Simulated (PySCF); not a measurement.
# Name the molecule from its bond curve

A diatomic of charge 0 contains In. Its singlet curve at M06 in a triple-zeta basis (spin-free X2C with a Gaussian nucleus, PySCF), in eV from the separated fragments:

| R (Å) | E (eV) |
| --- | --- |
| 1.723 | -4.489 |
| 1.803 | -5.106 |
| 1.883 | -5.438 |
| 1.943 | -5.557 |
| 2.003 | -5.594 |
| 2.063 | -5.572 |
| 2.143 | -5.477 |
| 2.243 | -5.287 |
| 2.364 | -5.002 |
| 2.524 | -4.583 |

The fit gives ωe = 517 cm⁻¹ and the rotational constant Bₑ = 0.2564 cm⁻¹.

Task: Which atom is the partner?

Result: The minimum lies at 2.008 Å, so the reduced mass is 16.8576 u Å² cm⁻¹/(Bₑ·Re²) = 16.31 u. With In at 114.90 u the partner weighs about 19.0 u: F. The molecule is InF.

Spin–orbit coupling is left out.
